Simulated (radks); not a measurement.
Results of a calculation; reference values are marked as such.
Coulomb parameter of the 5d shell of neutral osmium in the model configuration [Xe] 4f14 5d6.5 6s1.5, as a second difference U = [E(n + 0.5) + E(n - 0.5) - 2 E(n)] / (0.5)^2 with all orbitals relaxed. "Bare": the charge of the atom changes with n. "Screened": the 6s shell takes up the change at fixed total charge, which measures U(5d,5d) + U(6s,6s) - 2 U(5d,6s). Level of theory: Dirac Kohn-Sham, BLYP, spin-unpolarised, spherical densities, finite nucleus; open shells are shared between the two j in proportion to 2j + 1; Fermi nuclear charge, rms radius 5.4126 fm (a radial shooting solver on a logarithmic mesh with Libxc functionals).

case,configuration,E - E(n) (eV)
start,[Xe] 4f14 5d6.5 6s1.5,0.000
bare +0.5,[Xe] 4f14 5d7 6s1.5,-1.639
bare -0.5,[Xe] 4f14 5d6 6s1.5,3.802
screened +0.5,[Xe] 4f14 5d7 6s1,0.291
screened -0.5,[Xe] 4f14 5d6 6s2,-0.079

U(bare) = 8.649 eV, U(screened by 6s) = 0.844 eV. The step up makes a negative ion, whose loosely bound charge lowers the bare value.
